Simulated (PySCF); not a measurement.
Structure and specific rotation at 589.3 nm (origin-invariant length gauge)

Computed, not measured: TDDFT PBE0/def2-SVPD circular dichroism and optical rotation, one conformer, gas phase (PySCF). Geometry: GFN2-xTB.

Each molecule in one low-energy conformer. The parent is C=C1[C@@H](C)[C@@H]1COC.

The molecule is flexible and this is one conformer; a measurement averages over conformers.

How does the specific rotation at 589.3 nm (origin-invariant length gauge) change along this series?
- C=C1[C@@H](C)[C@@H]1COC (base)
- C=C1[C@@H](COC)[C@H]1C (diastereomer)


```
               molecule  [α]589 (deg dm⁻¹ (g/mL)⁻¹)  S1 (eV)  R(S1), velocity form (10⁻⁴⁰ esu² cm²)
C=C1[C@@H](C)[C@@H]1COC                       +61.7     6.39                                  +32.8
 C=C1[C@@H](COC)[C@H]1C                       -25.5     6.08                                  +34.0
```
The specific rotation at 589.3 nm (origin-invariant length gauge) is lowest for C=C1[C@@H](COC)[C@H]1C and highest for C=C1[C@@H](C)[C@@H]1COC.
